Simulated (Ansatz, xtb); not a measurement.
Relative energy of two isomers of C3H10S2Si

We compare I, `CC[Si@H](S)SC`, a singlet, with II, `CCS[SiH2]SC`, a singlet. Both are isolated molecules in the gas phase, relaxed with B3LYP-D3(BJ)/def2-SVP, each in the lowest conformer that the search found.

Quicker runs give these differences E(II) − E(I): GFN2-xTB −0.147 eV; HF/STO-3G +0.301 eV (at GFN2-xTB geometries); r2SCAN-D4/def2-SVP +0.454 eV (at GFN2-xTB geometries).

Task: Estimate E(II) − E(I) at the level CCSD(T)/def2-SVP + ΔMP2/def2-TZVPP.

Result: Calculated at CCSD(T)/def2-SVP + ΔMP2/def2-TZVPP: E(II) − E(I) = +0.468 eV, so structure I lies lower.

How the difference moves with the method:

| level | geometry | E(II) − E(I) (eV) | departure from the last row (eV) | job, with rough time for the two |
| --- | --- | --- | --- | --- |
| GFN2-xTB | GFN2-xTB | −0.147 | −0.616 | optimisation, 0.48 s |
| HF/STO-3G | GFN2-xTB | +0.301 | −0.168 | single point, 0.42 s |
| r2SCAN-D4/def2-SVP | GFN2-xTB | +0.454 | −0.014 | single point, 4.7 s |
| B3LYP-D3(BJ)/def2-SVP | B3LYP-D3(BJ)/def2-SVP | +0.426 | −0.042 | optimisation, 72 s |
| HF/def2-SVP | B3LYP-D3(BJ)/def2-SVP | +0.485 | +0.016 | part of the CCSD(T) run |
| MP2/def2-SVP | B3LYP-D3(BJ)/def2-SVP | +0.458 | −0.011 | part of the CCSD(T) run |
| CCSD(T)/def2-SVP | B3LYP-D3(BJ)/def2-SVP | +0.437 | −0.031 | single point |
| CCSD(T)/def2-SVP + ΔMP2/def2-TZVPP | B3LYP-D3(BJ)/def2-SVP | +0.468 |  | single point, 74 s |

As drawn, II has 1 C–S, 1 Si–H in place of 1 C–Si, 1 S–H.

GFN2-xTB puts the two in the other order. The largest departure from CCSD(T)/def2-SVP + ΔMP2/def2-TZVPP is that of GFN2-xTB, 0.616 eV. The last row adds to CCSD(T) the change of the MP2 difference between the two basis sets, here +0.031 eV.

With thermal terms from frequencies at re-optimised GFN2-xTB minima (ideal gas, soft modes damped towards free rotors, one conformer each, 298.15 K, 1 atm): the zero-point term adds +0.021 eV; ΔH is +0.477 and ΔG +0.512 eV.

The correlated steps freeze 18 core orbitals. Mirror images aren't counted in ΔG. Codes used: Ansatz 0.2.0, xtb 6.7.1; the last row on 4 threads of Arm Neoverse V1 on a shared host.
